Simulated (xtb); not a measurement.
Br (SMILES [Br]), doublet. Base run: GFN0-xTB (xtb).

Geometry (Å):
```xyz
1

Br     0.0000     0.0000     0.0000
```
Charge 0, spin multiplicity 2.
All else is at xtb's defaults.
Base energy -3.60154 Eh.

Variants of this job, named by their change:

| change | ΔE vs base (kcal/mol) |
|---|---|
| base | 0.000 |
| etemp = 3000 | -10.25 |
| file = coord | 0.000 |
| etemp = 5000 | -17.84 |
